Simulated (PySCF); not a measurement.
## Dipole response of Ru (ruthenium, neutral)

[Kr] 4d6 5s2, high-spin 5D determinant (an excited configuration). Computed with PySCF 2.14 in aug-cc-pwCVDZ-PP with ECP28MDF, with scalar relativity through the core potential. Coupled (time-dependent) response in atomic units; α is the mean over directions. A double-zeta set is small for polarisabilities.

```csv
method,mean α (bohr³),"α xx, yy, zz",C₆ (like pair),S(−4)
UHF,106.1,"104.7, 104.7, 109.0",1178,12610
PBE,70.45,"69.58, 69.58, 72.19",746.4,2588
PBE0,75.16,"74.10, 74.10, 77.28",808.8,3041
CAM-B3LYP,70.82,"70.50, 70.50, 71.47",757.2,2430
```

S(−4) is the Cauchy moment in α(ω) = α(0) + S(−4) ω² + …

Spin-orbit coupling is absent.

α(iu) at CAM-B3LYP:

```
u (hartree)  α(iu) (bohr³)
          0          70.82
     0.0500          65.34
      0.100          53.75
      0.200          33.59
      0.300          22.40
      0.500          12.66
      0.750          7.996
       1.00          5.724
       1.50          3.442
       2.00          2.310
       3.00          1.240
       5.00         0.5177
```

A single London oscillator, α(iu) = α/(1 + u²/ω²), gives C₆ = (3/4) ω α². Matching the computed C₆ needs ω = 4 × 757.2 / (3 × 70.82²) = 0.201 hartree.

The components differ because the open shell of this determinant is not spherical; for a pure term their mean is the scalar polarisability.

Energies and moments cover only the electrons outside the core potential.
